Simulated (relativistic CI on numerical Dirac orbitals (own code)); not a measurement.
## Spin-allowed bands of a d8 ion in an octahedral site, by hand

Problem. A d8 ion in an octahedral site has a 3A2 ground term and spin-allowed bands at ν1 = 7900 and ν2 = 12849 cm⁻¹ (from a computed ligand-field model). Find Δ and the Racah parameter B, and predict the third band.

Working.
1. The F term splits into A2 (−1.2Δ), T2 (−0.2Δ) and T1 (+0.6Δ), so ν1 = E(T2) − E(A2) = Δ = 7900 cm⁻¹.
2. T1(F) mixes with T1(P), which lies at 15B, through an element 0.4Δ. The two roots, counted from A2, are ν2,3 = ½(15B + 3Δ) ∓ ½√[(15B − Δ)² + 12BΔ].
3. Solving the lower root for B gives B = (2ν1² + ν2² − 3ν1ν2)/(15ν2 − 27ν1) = -14604499/-20565 = 710 cm⁻¹.
4. The sum of the roots is 15B + 3Δ, so ν3 = 15B + 3ν1 − ν2 = 21503 cm⁻¹ (465 nm).

Check. The bands were computed by exact diagonalisation of the d8 shell with B = 710 and Δ = 7900 cm⁻¹, which gives ν3 = 21501 cm⁻¹. C does not enter the terms of highest spin.
